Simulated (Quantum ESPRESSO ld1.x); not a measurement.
Task: The mean radii <r> (bohr) of the occupied orbitals of an atom or ion are listed with their occupations. Calculated with ld1.x of Quantum ESPRESSO 7.5: scalar-relativistic Kohn-Sham, LDA (Slater exchange, VWN5 correlation), spin-polarised, spherical densities, point nucleus.

| orbital | occ. | <r> |
|---|---|---|
| 1s down | 1 | 0.01835 |
| 1s up | 1 | 0.01835 |
| 2s up | 1 | 0.07762 |
| 2s down | 1 | 0.07761 |
| 2p up | 3 | 0.06947 |
| 2p down | 3 | 0.06947 |
| 3s up | 1 | 0.2011 |
| 3s down | 1 | 0.2009 |
| 3p up | 3 | 0.2012 |
| 3p down | 3 | 0.2010 |
| 3d up | 5 | 0.1822 |
| 3d down | 5 | 0.1820 |
| 4s up | 1 | 0.4365 |
| 4s down | 1 | 0.4370 |
| 4p up | 3 | 0.4581 |
| 4p down | 3 | 0.4588 |
| 4d up | 5 | 0.4738 |
| 4d down | 5 | 0.4750 |
| 4f up | 6 | 0.4735 |

Name the element and its charge. Open shells, if any, are filled with parallel spins first.

Result: Z = 74, tungsten, charge +22: W22+ in [Kr] 4d10 4f6. The 1s radius gives Z: for a bare nucleus <r> = (2 gamma + 1)/(2Z) with gamma = sqrt(1 - (Z/c)^2), 0.01813 bohr for Z = 74, and screening makes it slightly larger (0.01835 here). The occupations add up to 52, and the charge is Z minus that.
